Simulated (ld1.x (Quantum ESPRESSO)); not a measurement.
## tantalum (Ta), ultrasoft: configuration errors across variants

ld1.x (Quantum ESPRESSO) 7.5 input, shortened:

```
&input
   title='Ta', zed=73., rel=0, dft='PZ', iswitch=3,
   config='[Xe] 4f14 5d3.5 6s1.5 6p0'
 /
 &inputp
   pseudotype=3, tm=.true., lloc=-1, rcloc=1.65,
   nlcc=.true., new_core_ps=.true.
 /
8
5S  1  0   2.00   0.00  1.60  1.70  0.0
6S  2  0   1.50   0.00  1.60  1.70  0.0
5P  2  1   6.00   0.00  1.75  2.05  0.0
6P  3  1   0.00   0.00  1.75  2.05  0.0
5D  3  2   3.50   0.00  1.60  1.70  0.0
5D  3  2   0.00   1.90  1.60  1.70  0.0
4F  4  3  14.00   0.00  0.45  0.60  0.0
4F  4  3   0.00  -1.80  0.45  0.60  0.0
 &test
   configts(1)='4f14 5s2 5p6 5d3.5 6s1.5 6p0'
 /
```

All-electron excitation energies from the reference (eV): (1) 4f14 5s2 5p6 5d3 6s2 6p0 -0.021; (2) 4f14 5s2 5p6 5d3 6s1 6p0 7.595; (3) 4f14 5s2 5p6 5d3 6s0 6p0 21.292; (4) 4f13 5s2 5p6 5d4 6s2 6p0 31.635; (5) 4f13 5s2 5p6 5d3 6s2 6p0 42.236; (6) 4f14 5s2 5p6 5d3 6s1 6p1 3.216; (7) 4f14 5s2 5p6 5d1 6s0 6p0 82.213; (8) 4f14 5s2 5p6 5d3.5 6s1.5 6p0 spin -1.688; (9) 4f14 5s2 5p6 5d3 6s2 6p0 spin -1.112.

Spin tests fill each open shell by Hund’s rule, majority spin first.

The overlap operator is not positive definite (basis up to 400 Ry) in “waves 5d (bound): rcut 1.60, rcutus 2.36 bohr; 5d channel at 1.9 Ry: rcut 1.60, rcutus 2.36 bohr”. Such files are unfit for use, however small their errors in these radial tests.

2 further variants failed, have other tests or too few solved ones, and are left out.

The file “base” misses its own reference levels by 1.2 eV. The file “waves 5d (bound): rcut 1.54, rcutus 1.64 bohr; 5d channel at 1.9 Ry: rcut 1.54, rcutus 1.64 bohr” misses its own reference levels by 1.2 eV. The file “waves 5d (bound): rcut 1.60, rcutus 1.88 bohr; 5d channel at 1.9 Ry: rcut 1.60, rcutus 1.88 bohr” misses its own reference levels by 1.2 eV. The file “waves 5d (bound): rcut 1.60, rcutus 2.02 bohr; 5d channel at 1.9 Ry: rcut 1.60, rcutus 2.02 bohr” misses its own reference levels by 1.2 eV. The file “waves 5d (bound): rcut 1.60, rcutus 2.36 bohr; 5d channel at 1.9 Ry: rcut 1.60, rcutus 2.36 bohr” misses its own reference levels by 1.2 eV.

Errors AE − PS in meV (a dash: test not solved or not reliable):

| change | (1) | (2) | (3) | (4) | (5) | (6) | (7) | (8) | (9) | bound ghosts |
| --- | --- | --- | --- | --- | --- | --- | --- | --- | --- | --- |
| base | -665 | +153 | +1506 | -1632 | -2069 | -168 | +1535 | +8.8 | -614 | not determined |
| waves 5d (bound): rcut 1.54, rcutus 1.64 bohr; 5d channel at 1.9 Ry: rcut 1.54, rcutus 1.64 bohr | -665 | +153 | +1506 | -1633 | -2071 | – | +1535 | +8.9 | -614 | not determined |
| waves 5d (bound): rcut 1.60, rcutus 1.88 bohr; 5d channel at 1.9 Ry: rcut 1.60, rcutus 1.88 bohr | -665 | – | +1506 | -1632 | -2069 | -168 | +1535 | +8.9 | -614 | not determined |
| waves 5d (bound): rcut 1.60, rcutus 2.02 bohr; 5d channel at 1.9 Ry: rcut 1.60, rcutus 2.02 bohr | -665 | +153 | +1506 | -1631 | -2068 | -168 | +1535 | +8.9 | – | not determined |
| waves 5d (bound): rcut 1.60, rcutus 2.36 bohr; 5d channel at 1.9 Ry: rcut 1.60, rcutus 2.36 bohr | -664 | +154 | +1509 | -1505 | -1905 | -167 | +1571 | +9.3 | -614 | not determined (overlap not positive) |

(1) Give the same row for: waves 5d (bound): rcut 1.08, rcutus 1.14 bohr; 5d channel at 1.9 Ry: rcut 1.08, rcutus 1.14 bohr.

Results:

(1) -666, +152, +1506, -1553, -2038, -169, +1528, -1.7, -624; bound ghosts: not determined.
